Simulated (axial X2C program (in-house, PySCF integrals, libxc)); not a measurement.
## Worked dissociation energy of TcB⁺: B3LYP, spin-free

All values were computed with an in-house all-electron X2C program for linear molecules (integrals from PySCF). Spin-free means the one-electron spin-free X2C Hamiltonian. Basis: Tc dyall-cv3z [12s12p8d5f3g], B dyall-v3z [7s6p2d1f] (cores contracted in-house); Gaussian nuclei, density fitting, unrestricted open shells. Masses: Tc 98.907 u, B 11.009 u.

Molecular state: M_S = 3/2, Λ = 0 (beyond evenly filled blocks: σα, δ+α, δ-α).

* E(Tc+) (2M_S = 6, M_L = 0): -4285.120998 hartree
* E(B) (2M_S = 1, M_L = 0): -24.672513 hartree
* E(TcB⁺) at Re: -4309.925899 hartree
* ωe: 840.5 cm⁻¹
* ωexe: 4.45 cm⁻¹

**Question.** Work out De and D0.

**Answer.** De = -4285.120998 + (-24.672513) − (-4309.925899) = 0.13239 hartree = 3.602 eV. The zero-point energy is ωe/2 − ωexe/4 = 419 cm⁻¹ = 0.052 eV, so D0 = 3.550 eV.

The state is a single determinant with fixed occupations, the lowest that a limited PBE0 search found. De is counted from the lowest determinant-based energies of the atoms at the same level, without counterpoise correction. The determinant is spin-polarised beyond a pure state at some levels (its spin-free form has ⟨S²⟩ too high), which makes Re and μ there less reliable.

Each atomic determinant is the lowest at this level and need not be a pure term. Totals compare only within one Hamiltonian and basis.
